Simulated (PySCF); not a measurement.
Exercise with solution: oscillator strength and radiative lifetime

C2H9ClOSi2, SMILES O([Si@@H](C)Cl)[SiH2]C.

Geometry optimised at ωB97X-D3(BJ)/def2-SVP. The structure was generated by enumeration; whether it is a known compound was not checked. The values are those of a single conformer.

TDA-PBE/def2-SVPD (PySCF) puts the first singlet state with f over 0.02 at 6.89 eV (vertical), with the transition dipole (0.372, -0.070, 0.020) in atomic units.

Problem. Find the oscillator strength, the wavelength and the radiative lifetime that this transition would have in vacuum if emission retraced absorption.

Solution. 
|μ|² = 0.1437 au, so |μ| = 0.96 D. ΔE = 6.89/27.211 = 0.2532 hartree. f = (2/3) ΔE |μ|² = 0.024 (the program prints 0.024).
λ = 1239.84/6.89 = 180 nm; ν = 55572 cm⁻¹.
Einstein's coefficient A = 0.6670 ν² f s⁻¹ (ν in cm⁻¹) = 5.0e7 s⁻¹, so τ = 1/A = 20 ns. This state is S2; the lower singlet has f = 0.003. The figure is the radiative limit of this one transition; relaxation, internal conversion, crossing to triplets and a medium change what is measured.
